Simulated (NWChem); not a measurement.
CH3Cl2Si, doublet; SMILES Cl[Si](Cl)C

```xyz
7

C     -2.0455     0.2923     0.0000
Si    -0.3495    -0.5021     0.0000
Cl     0.6833     0.1223    -1.6879
Cl     0.6833     0.1223     1.6879
H     -1.9339     1.3886     0.0000
H     -2.6075    -0.0092    -0.8964
H     -2.6075    -0.0092     0.8964
```
Atoms are numbered in this order, from 1.

Level: PBE0/def2-SVP, spin-unrestricted (NWChem), optimised geometry, unscaled harmonic frequencies. In the optimisation the excess spin sits in a' (Cs, its own frame).

```json
[
 {"frequency (cm⁻¹)": "151", "IR intensity (km/mol)": "0.0"},
 {"frequency (cm⁻¹)": "170", "IR intensity (km/mol)": "3.3"},
 {"frequency (cm⁻¹)": "179", "IR intensity (km/mol)": "0.2"},
 {"frequency (cm⁻¹)": "236", "IR intensity (km/mol)": "5.9"},
 {"frequency (cm⁻¹)": "491", "IR intensity (km/mol)": "37.4"},
 {"frequency (cm⁻¹)": "570", "IR intensity (km/mol)": "127.2"},
 {"frequency (cm⁻¹)": "714", "IR intensity (km/mol)": "61.4"},
 {"frequency (cm⁻¹)": "774", "IR intensity (km/mol)": "30.5"},
 {"frequency (cm⁻¹)": "798", "IR intensity (km/mol)": "63.0"},
 {"frequency (cm⁻¹)": "1245", "IR intensity (km/mol)": "13.2"},
 {"frequency (cm⁻¹)": "1412", "IR intensity (km/mol)": "7.0"},
 {"frequency (cm⁻¹)": "1417", "IR intensity (km/mol)": "8.8"},
 {"frequency (cm⁻¹)": "3058", "IR intensity (km/mol)": "0.1"},
 {"frequency (cm⁻¹)": "3171", "IR intensity (km/mol)": "0.2"},
 {"frequency (cm⁻¹)": "3185", "IR intensity (km/mol)": "0.0"}
]
```

The zero-point energy comes out as 25.1 kcal/mol. The thermal correction to the enthalpy at 298.15 K (with zero-point energy) is 29.4 kcal/mol, the heat capacity Cv is 18.3 cal/(mol K) and the entropy at 298.15 K and 1 atm (symmetry number 1, electronic part: spin degeneracy alone) comes out as 80.0 cal/(mol K). The dipole moment comes out as 2.13 D.

Rigid rotor and harmonic oscillator.
